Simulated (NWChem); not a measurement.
# Ionisation of arsine (H$_{3}$As)

SMILES: [AsH3]
```xyz
4

As     0.0010     0.0726     0.0000
H     -0.6465    -0.7900     1.1000
H     -0.6465    -0.7900    -1.1000
H      1.2585    -0.8174     0.0000
```
Charge 0, spin multiplicity 1.

Everything below was run with NWChem. All single points use one geometry, from PBE/def2-SVP, a minimum by its harmonic frequencies.

Basis set: def2-TZVP. The species with one electron less has spin multiplicity 2 and keeps the geometry of the parent. Δ marks differences of total energies (open shells unrestricted). −ε marks an orbital energy of the parent. That orbital need not have the symmetry of the hole or added electron in the Δ rows.

The Hamiltonian is non-relativistic. B3LYP has NWChem's definition, with VWN1-RPA local correlation. The stability of the SCF solutions was not checked.

**Question.** Order these methods by the first vertical ionisation energy they give, lowest first: ΔPBE0, G0W0@PBE, −ε(HOMO) of B3LYP, evGW0@PBE0.

**Answer.** −ε(HOMO) of B3LYP (7.70 eV), G0W0@PBE (10.01 eV), evGW0@PBE0 (10.20 eV), ΔPBE0 (10.46 eV)
